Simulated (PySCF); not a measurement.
# Ho⁵⁷⁺: ionisation energy

Ho⁵⁷⁺ [Ne] (1S) → Ho⁵⁸⁺ [He] 2s2 2p5 (2P), as a difference of total energies. Calculation: PySCF 2.14, in an uncontracted even-tempered set (19 s from 34 bohr⁻², ratio 2.2; 13 p from 44 bohr⁻², ratio 2.2; 5 d from 180 bohr⁻², ratio 2.4; 5 f from 270 bohr⁻², ratio 2.4; 4 g from 400 bohr⁻², ratio 2.4); the spin-free X2C one-electron Hamiltonian (Gaussian nucleus). Correlated levels: nothing frozen; virtual orbitals above 40 to 60 times the deepest correlated orbital energy dropped. The calculations carry no spin-orbit coupling.

```json
{"method": "UHF", "ionisation energy (eV)": "12785.5"}
{"method": "LDA", "ionisation energy (eV)": "12779.8"}
{"method": "PBE", "ionisation energy (eV)": "12781.1"}
{"method": "PBE0", "ionisation energy (eV)": "12782.7"}
{"method": "r2SCAN", "ionisation energy (eV)": "12786.7"}
{"method": "B2PLYP", "ionisation energy (eV)": "12784.9"}
{"method": "M06-2X", "ionisation energy (eV)": "12784.0"}
{"method": "MP2 (all electrons)", "ionisation energy (eV)": "12787.4"}
{"method": "SCS-MP2 (all electrons)", "ionisation energy (eV)": "12787.2"}
```

A first-order spin-orbit estimate (lowest level to lowest level, LS coupling) adds -276.8 eV.

For this ion Breit and QED terms and the two-electron picture change, all absent here, outweigh the differences among the correlated methods.

For comparison: 12495 ± 6 eV (theoretical estimate listed by NIST; NIST Atomic Spectra Database, ionization energies).
